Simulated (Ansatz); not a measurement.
Gas-phase electronic energies from Ansatz, PBE0-D4/def2-TZVP geometries. CBS: MP2 limit from def2 TZ/QZ plus the TZ coupled-cluster correction, frozen cores. This one scheme is used for every species. Functionals use def2-TZVPP. For Ge outer-core shells are correlated without core-valence functions, which leaves a few kJ/mol of doubt a bond. Scalar relativity is left out up to krypton. Each species was taken in one conformer, which may not be the lowest.

Reaction (substitution at a C–C bond): `CC(=O)[O][GeH3]` + `N[Si]O` → `CO[Si]N` + `O=C[O][GeH3]`

(1) Is it downhill or uphill in electronic energy at CCSD(T)/CBS, and by how much? (Best estimate.)

(2) What do these levels give: BLYP-D4, B2PLYP, CAM-B3LYP, CCSD(T)/def2-SVP, CCSD(T)/def2-TZVPP, MP2/def2-QZVPP? (Estimate.)

Largest T1 diagnostic among the species: 0.015.

## Answers

(1) The calculation gave: Uphill: ΔE = +19.0 kcal/mol.

(2) Computed: BLYP-D4 16.3, B2PLYP 17.7, CAM-B3LYP 17.7, CCSD(T)/def2-SVP 15.8, CCSD(T)/def2-TZVPP 18.4, MP2/def2-QZVPP 19.5 kcal/mol.

From BLYP to BHLYP (50 % exact exchange), in def2-TZVPP and without D4, ΔE moves by +1.9 kcal/mol. At CCSD(T), def2-SVP lies −3.2 kcal/mol from the extrapolated value and def2-TZVPP −0.6 kcal/mol.
